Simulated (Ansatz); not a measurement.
Stepwise reaction of `Cl[SiH](Cl)[O][GeH3]` with hydrogen, as a gas-phase model of exchange steps in deposition or etching. ΔE in kJ/mol; ΔG adds harmonic PBE0-D4 terms to CCSD(T)/CBS, at 1 bar.

Isolated molecules relaxed with PBE0-D4/def2-TZVP in Ansatz; ΔE leaves out vibrations. CCSD(T)/CBS adds triple-zeta CCSD(T) − MP2 to the extrapolated MP2 energy (def2 sets, frozen cores). This one scheme is used for every species. DFT in def2-TZVPP. B3LYP here is the variant with VWN-RPA as its local correlation; programs differ in this. For Ge outer-core shells are correlated without core-valence functions, which leaves a few kJ/mol of doubt a bond. Scalar relativity is left out up to krypton. Each species was taken in one conformer, which may not be the lowest.

```
step                                            reaction  PBE-D4  B3LYP-D4  ωB97M-V  CCSD(T)/CBS  ΔG(600 K)
   2  `Cl[SiH2][O][GeH3]` + H₂ → `[SiH3][O][GeH3]` + HCl    95.8      95.0     97.1         96.1       83.1
```

Question: Give the row of step 1, `Cl[SiH](Cl)[O][GeH3]` + H₂ → `Cl[SiH2][O][GeH3]` + HCl. (Best estimate.)

Answer: Ansatz gave: 
```json
{"step": "1", "reaction": "`Cl[SiH](Cl)[O][GeH3]` + H₂ → `Cl[SiH2][O][GeH3]` + HCl", "PBE-D4": "91.7", "B3LYP-D4": "89.8", "ωB97M-V": "91.7", "CCSD(T)/CBS": "90.0", "ΔG(600 K)": "83.3"}
```

Question: By hand: ΔE of the 2 steps together at CCSD(T)/CBS.

Answer: (90.0) + (96.1) = 186.1 kJ/mol, or 93.0 kJ/mol a step.

In ΔE each step is higher than the one before. All are uphill at CCSD(T)/CBS. ΔG lies between 83.1 and 83.3 kJ/mol a step. PBE-D4 differs from CCSD(T)/CBS by -0.3 to 1.7 kJ/mol a step. Isolated molecules leave out the surface, adducts and barriers. Largest T1 diagnostic: 0.012.
